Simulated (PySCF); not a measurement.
Species: C4H8 (charge 0, singlet). 
Geometry from a B3LYP-D3(BJ)/def2-TZVP (Ansatz) optimisation:
```
C
C 1 1.3282
H 1 1.0882 2 118.55
H 2 1.0882 1 118.55 3 180.00
C 1 1.4963 3 116.22 2 180.00
H 5 1.0911 1 111.39 3 -180.00
H 5 1.0941 6 108.10 1 122.47
H 5 1.0941 6 108.10 7 115.06
C 2 1.4963 4 116.22 1 -180.00
H 9 1.0911 2 111.39 4 180.00
H 9 1.0941 10 108.10 2 -122.47
H 9 1.0941 10 108.10 11 -115.06
```
Charge 0, spin multiplicity 1.

Dispersion corrections to the total energy (kcal/mol) from the dftd3 and dftd4 libraries through PySCF: D3(BJ) without and D4 with the three-body term, each with the damping fitted for the functional named.

```json
[
 {"functional": "PBE0", "D3(BJ)": "-3.88", "D4": "-3.44"},
 {"functional": "HF", "D3(BJ)": "-38.79", "D4": "___"},
 {"functional": "PW6B95", "D3(BJ)": "___", "D4": "-3.59"},
 {"functional": "B2GP-PLYP", "D3(BJ)": "-2.40", "D4": "-1.71"},
 {"functional": "BP86", "D3(BJ)": "-6.78", "D4": "-5.31"},
 {"functional": "r2SCAN", "D3(BJ)": "___", "D4": "-1.06"},
 {"functional": "HSE06", "D3(BJ)": "-2.76", "D4": "-3.16"}
]
```

Q: Some entries are withheld; supply them.

A: 
- HF, D4: -16.43
- PW6B95, D3(BJ): -2.05
- r2SCAN, D3(BJ): -1.28
